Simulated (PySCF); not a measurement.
Species: cyclo-(SiCl2)3.
Bonds: Si1–Cl2, Si1–Cl3, Si1–Si4, Si1–Si7, Si4–Cl5, Si4–Cl6, Si4–Si7, Si7–Cl8, Si7–Cl9.

Computed, not measured: PySCF 2.14.0, density-fitted response routines, TDDFT B3LYP/def2-SVPD, vertical, gas phase, core orbitals frozen in the response. Isolated species at its PBE0-D3(BJ)/def2-SVP geometry (one conformer only).

**Question.** Predict the UV-vis stick spectrum at this level.

**Answer.** 

```json
{"state": "S1", "E (eV)": "3.55", "ν̃ (cm⁻¹)": "28630", "f": "0.0000", "main configurations (H = HOMO, L = LUMO)": "H-1/H→L (99%)"}
{"state": "S2", "E (eV)": "3.56", "ν̃ (cm⁻¹)": "28700", "f": "0.0001", "main configurations (H = HOMO, L = LUMO)": "H-1/H→L (99%)"}
{"state": "S3", "E (eV)": "4.81", "ν̃ (cm⁻¹)": "38780", "f": "0.0031", "main configurations (H = HOMO, L = LUMO)": "H-1/H→L+1 (≥82%), H-1/H→L+2 (≥8%)"}
{"state": "S4", "E (eV)": "4.82", "ν̃ (cm⁻¹)": "38850", "f": "0.0033", "main configurations (H = HOMO, L = LUMO)": "H-1/H→L+1 (≥80%)"}
{"state": "S5", "E (eV)": "4.91", "ν̃ (cm⁻¹)": "39610", "f": "0.0005", "main configurations (H = HOMO, L = LUMO)": "H-1/H→L+3 (50%), H-1/H→L+2 (49%)"}
{"state": "S6", "E (eV)": "4.97", "ν̃ (cm⁻¹)": "40080", "f": "0.0002", "main configurations (H = HOMO, L = LUMO)": "H-1/H→L+2 (50%), H-1/H→L+3 (48%)"}
{"state": "S7", "E (eV)": "5.37", "ν̃ (cm⁻¹)": "43300", "f": "0.154", "main configurations (H = HOMO, L = LUMO)": "H-1/H→L+3 (≥29%), H-1/H→L+2 (≥26%), H-3/H-2→L (≥14%)"}
{"state": "S8", "E (eV)": "5.38", "ν̃ (cm⁻¹)": "43420", "f": "0.155", "main configurations (H = HOMO, L = LUMO)": "H-1/H→L+3 (≥30%), H-1/H→L+2 (≥25%), H-3/H-2→L (≥16%)"}
{"state": "S9", "E (eV)": "5.68", "ν̃ (cm⁻¹)": "45840", "f": "0.115", "main configurations (H = HOMO, L = LUMO)": "H-3/H-2→L (≥81%)"}
{"state": "S10", "E (eV)": "5.69", "ν̃ (cm⁻¹)": "45910", "f": "0.124", "main configurations (H = HOMO, L = LUMO)": "H-3/H-2→L (≥80%)"}
```

Triplets (Tamm–Dancoff): T1 3.03 eV, H-1/H→L (99%); T2 3.04 eV, H-1/H→L (99%); T3 4.29 eV, H-1/H→L+2 (≥60%), H-1/H→L+3 (≥36%); T4 4.36 eV, H-1/H→L+1 (≥47%), H-1/H→L+2 (≥19%), H-1/H→L+3 (≥15%).

The lowest singlet level (S1/S2) lies at 3.55 eV (349 nm, ultraviolet) and is dark (f under 0.0005). The strongest level in the table is S9/S10 at 5.68 eV (218 nm, f = 0.239 summed). It is the last of those listed, so stronger ones may follow. S1/S2, S3/S4 and S9/S10 lie within about 0.01 eV of each other in each set. Löwdin shares by element: HOMO (one of a set within 0.03 eV) silicon 54%, chlorine 8% or more (atoms not listed hold the other 38%); LUMO silicon 60%, chlorine 7% or more (atoms not listed hold the other 33%). Weighted by f, the mean energy of these states is 5.50 eV. Of the 10 states listed, 4 reach f = 0.01 and 3 stay under 0.0005. The listed states span 2.14 eV, and the widest gap between neighbours is 1.25 eV (S2 to S3). No computed singlet lies in the visible range (380 to 750 nm); the lowest, at 349 nm, stands 0.29 eV above its violet end (3.26 eV); a Tamm–Dancoff triplet lies at 409 nm, without intensity as long as spin–orbit coupling is left out. Orbitals of the list HOMO-3 to LUMO+2 that lie within 0.01 eV of each other are written together with a slash and their weights summed (≥ marks a lower bound); for degenerate orbitals outside that list single weights are arbitrary. Singlets were solved by full linear response, triplets in the Tamm–Dancoff approximation.
